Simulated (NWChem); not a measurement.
# TiH₃Cl; SMILES [Cl][TiH3]

```xyz
5

Ti     0.0000     0.0000     0.8102
Cl     0.0000     0.0000    -1.3436
H      1.4540    -0.6262     1.3697
H     -0.1848     1.5723     1.3697
H     -1.2693    -0.9462     1.3697
```
Atoms are numbered in this order, from 1.

Geometry: optimised at PBE0/def2-SVP.

### Question
List the 4 lowest vertical singlet excitations from CAM-B3LYP/def2-SVPD, TDA (NWChem).

### Answer
| state | energy (eV) | oscillator strength | leading excitation (squared amplitude) |
|---|---|---|---|
| S1 | 3.32 | 0.000 | HOMO → LUMO (0.48) |
| S2 | 3.48 | 0.000 | HOMO → LUMO+1 (0.40) |
| S3 | 3.48 | 0.000 | HOMO−1 → LUMO+1 (0.40) |
| S4 | 3.80 | 0.005 | HOMO−1 → LUMO (0.45) |
